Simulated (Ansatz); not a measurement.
Mulliken charges of `[F][Sn]([F])([Cl])[Br]` from PBE/def2-TZVPP in Ansatz (PBE0-D4/def2-TZVP geometry).

```csv
atom,x (Å),y (Å),z (Å),charge (e)
F1,-0.065,-0.337,1.880,-0.390
Sn2,0.030,-0.051,0.016,1.269
F3,1.520,-1.062,-0.556,-0.390
Cl4,-1.842,-0.915,-0.945,-0.267
Br5,0.408,2.292,-0.436,-0.221
```

Question: By hand: the dipole of these point charges (1 e Å = 4.8032 D).

Answer: Σ q r = (-0.128, 0.219, -0.147) e Å, of length 0.293 e Å = 1.41 D.

Question: How does the dipole of the full density compare? (An estimate is asked.)

Answer: Computed: (-0.153, 0.278, -0.182) e Å, 1.76 D; the point charges give 0.80 times that, at 1° from its direction.

Point charges leave out the atoms' own dipoles, such as those of lone pairs, and Mulliken's split depends on the basis, so the two needn't agree.
